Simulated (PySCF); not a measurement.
Compound: C2H5AlBN.
Numbering: `[CH:1]#[C:2][BH:3][NH:4][AlH2:5]` (hydrogens: H6 on C1; H7 on B3; H8 on N4; H9, H10 on Al5)

Theory: PBE0-D3(BJ)/def2-SVP geometry optimisation, gas phase (PySCF 2.14.0).

Give the optimised bond lengths and angles.

| bond | length (Å) |
| --- | --- |
| C1≡C2 | 1.225 |
| C2–B3 | 1.570 |
| B3–N4 | 1.385 |
| N4–Al5 | 1.873 |
| C1–H6 | 1.078 |
| B3–H7 | 1.206 |
| N4–H8 | 1.013 |
| Al5–H9, Al5–H10 | 1.590 |

Bonds in one row agree within 0.01 Å and their mean is given. A selection of angles:
| angle | degrees |
| --- | --- |
| C2–C1–H6 | 174.9 |
| C1–C2–B3 | 162.3 |
| C2–B3–N4 | 107.8 |
| C2–B3–H7 | 123.4 |
| N4–B3–H7 | 128.8 |
| B3–N4–Al5 | 105.2 |
| B3–N4–H8 | 121.0 |
| Al5–N4–H8 | 133.7 |
| N4–Al5–H9 | 117.3 |
| H9–Al5–H10 | 121.2 |

Dihedral angles: C1–C2–B3–N4 0° (synperiplanar); C2–B3–N4–Al5 0° (synperiplanar).

The 5 heavy atoms lie in one plane (0.001 Å rms). Al5 (aluminium bonded to N and 2 H) has angles 121.2°, 117.3° and 117.2°, sum 355.7°, 0.20 Å off the plane of its three neighbours. N4 (boron-bound nitrogen) is planar (angles 133.7°, 121.0° and 105.2°, sum 360.0°, 0.00 Å off the plane of its three neighbours). B3 (three-coordinate boron) is planar (angles 128.8°, 123.4° and 107.8°, sum 360.0°, 0.00 Å off the plane of its three neighbours).

Point group: Cs (tolerance 0.08 Å). Whether it is a minimum is left open (no frequencies). One conformer, not necessarily the lowest (C1–C2–B3–N4 0°, C2–B3–N4–Al5 0°, B3–N4–Al5–H -101° and 102°).
